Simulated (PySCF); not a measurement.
A side-by-side comparison of computed properties.

First species: GePhCl3, C6H5Cl3Ge.
SMILES: `[Cl][Ge]([Cl])([Cl])[c]1ccccc1`

Second species: C4H2F4N2Se.
Numbering: `[F:1][c:2]1[n:3][se:4][n:5][c:6]1[CH2:7][C:8]([F:9])([F:10])[F:11]` (hydrogens: H12, H13 on C7)

Structure used (PBE0-D3(BJ)/def2-SVP), in Å, numbered top down from 1:
```xyz
13
C4H2F4N2Se angstrom
F      1.2835    1.7861    0.7460
C      1.6157    0.5757    0.3495
N      2.7822    0.0884    0.5866
Se     2.8017   -1.5502   -0.1467
N      1.1105   -1.4022   -0.7495
C      0.6666   -0.2317   -0.3925
C     -0.7232    0.2211   -0.7049
C     -1.6939   -0.0632    0.4223
F     -2.9086    0.3974    0.1195
F     -1.8005   -1.3688    0.6608
F     -1.3067    0.5243    1.5589
H     -0.7440    1.3048   -0.8875
H     -1.0894   -0.2988   -1.5995
```

Levels: B3LYP/def2-SVPD for HOMO energy, LUMO energy, HOMO–LUMO gap and static isotropic polarisability; TDDFT B3LYP/def2-SVPD for lowest singlet excitation; TDA B3LYP/def2-SVPD for lowest triplet excitation (Tamm–Dancoff). Geometries: PBE0-D3(BJ)/def2-SVP. All species are isolated and taken at one optimised geometry, non-relativistic unless stated; the electronic structure was computed with PySCF and density fitting.

Dipoles, sizes and rotational constants follow the conformer. The torsions of the flexible species, by atom-mapped SMILES:
- `[F:1][c:2]1[n:3][se:4][n:5][c:6]1[CH2:7][C:8]([F:9])([F:10])[F:11]`: N5–C6–C7–C8 94°, C6–C7–C8–F9 178°

Values for the first species:

```
HOMO energy                              : -7.80 eV
LUMO energy                              : -1.66 eV
HOMO–LUMO gap                            : 6.14 eV
Lowest singlet excitation                : 5.22 eV
Lowest triplet excitation (Tamm–Dancoff) : 4.07 eV
Static isotropic polarisability          : 139.5 au
```

Problem. Estimate the same properties for the second species, and the change in each.

Solution. 
| property | first | second | second less first |
| --- | --- | --- | --- |
| HOMO energy | -7.80 eV | -7.58 eV | +0.22 eV |
| LUMO energy | -1.66 eV | -2.45 eV | -0.79 eV |
| HOMO–LUMO gap | 6.14 eV | 5.13 eV | -1.01 eV |
| lowest singlet excitation | 5.22 eV | 4.73 eV | -0.49 eV |
| lowest triplet excitation (Tamm–Dancoff) | 4.07 eV | 3.39 eV | -0.68 eV |
| static isotropic polarisability | 139.5 au | 86.5 au | -53.0 au |

On the first: No computed singlet falls in the visible range (750 to 380 nm, 1.65 to 3.26 eV); S1 lies 1.96 eV above its blue end. The principal polarisabilities are 107.2, 140.4 and 170.9 au; their mean is the isotropic value. The calculation is non-relativistic and has no spin–orbit coupling, an omission that weighs most on germanium.

On the second: The principal polarisabilities are 62.4, 80.8 and 116.1 au; their mean is the isotropic value. The 10 singlets span 4.73 to 6.98 eV, and their oscillator strengths add up to 0.25. The calculation is non-relativistic and has no spin–orbit coupling, an omission that weighs most on selenium.
